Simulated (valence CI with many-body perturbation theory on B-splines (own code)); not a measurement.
# Ladder of approximations for Re LXIII

Calculated by valence CI with perturbative core correlation (CI+MBPT): three valence electrons over a frozen Dirac-Fock core [Ne], radial functions for each j: 11 s, 11 p, 9 d, 7 f, 5 g, 2 h, 1 i, with the one-electron correlation potential Σ1, the two-electron term Σ2, the three-electron term Σ3, Breit, model QED; selected CI, second order for the rest (own B-spline code, finite nucleus).

No measured spectrum was set against this ion. As an estimate, large intervals hold to a few tenths of a per cent, small ones and those within an open d or f shell to about a per cent.

Each rung adds one term. CI alone is the Dirac-Coulomb CI over the frozen core; QED comes last and gives the full result, which names the levels. Energies are above (3s^2 3p1/2) J=1/2 on the same rung, in eV.

Levels are named by their leading jj configuration (3d3/2^4 stands for four electrons in 3d with j = 3/2), which in mixed levels can hold well under half, so a name can repeat and another be missing. Letters in brackets count levels of one name in rising energy.

| Level | CI alone |
| --- | --- |
| (3s 3p1/2^2) J=1/2 | 171.98 |
| (3s^2 3p3/2) J=3/2 | 391.60 |
| (3s 3p1/2 3p3/2) J=3/2 [a] | 532.36 |
| (3s 3p1/2 3p3/2) J=5/2 | 551.88 |
| (3s 3p1/2 3p3/2) J=3/2 [b] | 573.06 |
| (3s 3p1/2 3p3/2) J=1/2 | 583.22 |
| (3s^2 3d3/2) J=3/2 | 632.46 |
| (3s^2 3d5/2) J=5/2 | 712.62 |
| (3p1/2^2 3p3/2) J=3/2 | 741.33 |
| (3s 3p1/2 3d3/2) J=3/2 [a] | 755.41 |
| (3s 3p1/2 3d3/2) J=5/2 | 768.47 |
| (3s 3p1/2 3d3/2) J=1/2 | 795.01 |
| (3s 3p1/2 3d3/2) J=3/2 [b] | 802.39 |
| (3s 3p1/2 3d5/2) J=5/2 [a] | 857.31 |
| (3s 3p1/2 3d5/2) J=7/2 | 872.94 |
| (3s 3p1/2 3d5/2) J=5/2 [b] | 882.87 |

Problem. What do these energies become with core correlation, Breit and QED?

Solution. (3s 3p1/2^2) J=1/2 171.21 (-0.772); (3s^2 3p3/2) J=3/2 387.62 (-3.978); (3s 3p1/2 3p3/2) J=3/2 [a] 527.86 (-4.502); (3s 3p1/2 3p3/2) J=5/2 546.40 (-5.476); (3s 3p1/2 3p3/2) J=3/2 [b] 567.67 (-5.392); (3s 3p1/2 3p3/2) J=1/2 578.00 (-5.216); (3s^2 3d3/2) J=3/2 625.66 (-6.799); (3s^2 3d5/2) J=5/2 703.96 (-8.655); (3p1/2^2 3p3/2) J=3/2 735.06 (-6.266); (3s 3p1/2 3d3/2) J=3/2 [a] 748.47 (-6.941); (3s 3p1/2 3d3/2) J=5/2 760.66 (-7.815); (3s 3p1/2 3d3/2) J=1/2 787.68 (-7.326); (3s 3p1/2 3d3/2) J=3/2 [b] 794.74 (-7.647); (3s 3p1/2 3d5/2) J=5/2 [a] 848.14 (-9.165); (3s 3p1/2 3d5/2) J=7/2 862.70 (-10.237); (3s 3p1/2 3d5/2) J=5/2 [b] 873.10 (-9.777).

Problem. How does the ionisation energy move along the ladder, and which term matters most?

Solution. CI alone 6963.1, + Σ1 6964.3, + Σ2 6964.3, + Σ3 6964.2, + Breit 6953.8, + QED 6953.5 eV. The largest step is Breit, -10.4 eV. NIST lists 6952 ± 15 eV (theoretical).
